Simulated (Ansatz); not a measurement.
Si(F)2(Me)(NH2) (CH₅F₂NSi), SMILES C[Si](N)(F)F.

Geometry optimised at PBE0-D3(BJ)/def2-SVP. This is a generated structure with no PubChem entry under its InChIKey; it may be hypothetical. The values are those of a single conformer.

Two levels are set side by side: PBE/def2-SVPD (Ansatz, an electronic-structure program) and PBE0/def2-SVPD (Ansatz). Energy differences of separate SCF runs at the same geometry; the states with an electron removed or added have multiplicity 2 and 2. Differences are taken from unrounded values.

```csv
quantity,PBE
vertical ionisation energy (eV),10.53
vertical singlet–triplet gap (eV),6.53
```

Task: These are the PBE values. What does PBE0 give? (An estimate is asked for; the answer gives what the named calculation found.)

Result: 
| quantity | PBE0 | PBE minus PBE0 |
|---|---|---|
| vertical ionisation energy (eV) | 10.75 | -0.22 |
| vertical singlet–triplet gap (eV) | 6.69 | -0.17 |
